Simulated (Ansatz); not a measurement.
System: diaminoborinic acid, sum formula H₅BN₂O, charge 0, multiplicity 1. 
Structure (B3LYP-D3(BJ)/def2-TZVP (Ansatz, an electronic-structure program) minimum search):
```
B
O 1 1.3876
H 2 0.9591 1 114.34
N 1 1.4179 2 116.31 3 -180.00
H 4 1.0026 1 124.43 2 -180.00
H 4 1.0039 5 114.43 1 -180.00
N 1 1.4254 2 121.90 3 0.00
H 7 1.0036 1 123.69 2 0.00
H 7 1.0039 8 113.21 1 -180.00
```
Charge 0, spin multiplicity 1.

Wanted: atomisation energy (electronic, to ground-state atoms), in eV. Cores are frozen in the correlated levels unless marked. Open shells are spin-unrestricted. No spin-orbit coupling. No relativistic terms. The coupled-cluster limit lacks core correlation, which all-electron functionals hold. CBS marks a two-point X^-3 extrapolation of the correlation energy; Hartree-Fock from the larger set. [CCSD(T)-MP2]/basis is that difference in the basis named.

```
level                                                                 program  atomisation energy (eV)  minus last row
-------------------------------------------------------------  --------------  -----------------------  --------------
HF/6-31G                                                               Ansatz                    23.34          -13.37
HF/aug-cc-pVDZ                                                         Ansatz                    25.23          -11.48
SVWN5/def2-TZVPD                                                       Ansatz                    42.39            5.68
r2SCAN/def2-TZVPD                                                      Ansatz                    36.60           -0.11
PBE0/def2-QZVPP                                                        Ansatz                    36.73            0.02
B2GP-PLYP-D4/def2-TZVPD                                        Ansatz + dftd4                    36.28           -0.43
RPA@PBE/cc-pVQZ                                                        Ansatz                    34.93           -1.78
SCS-MP2/STO-3G                                                         Ansatz                    31.26           -5.45
SCS-MP2/cc-pVDZ                                                        Ansatz                    33.58           -3.13
CCSD/aug-cc-pVDZ                                                       Ansatz                    33.47           -3.24
CCSD/aug-cc-pVQZ                                                       Ansatz                    35.75           -0.96
CCSD/cc-pVQZ                                                           Ansatz                    35.64           -1.07
CCSD(T)/cc-pVDZ                                                        Ansatz                    33.09           -3.62
RI-MP2/CBS(aug-cc-pVTZ,aug-cc-pVQZ)+[CCSD(T)-MP2]/aug-cc-pVTZ          Ansatz                    36.74            0.03
CCSD(T)/CBS(aug-cc-pVTZ,aug-cc-pVQZ)                                   Ansatz                    36.71            0.00
```
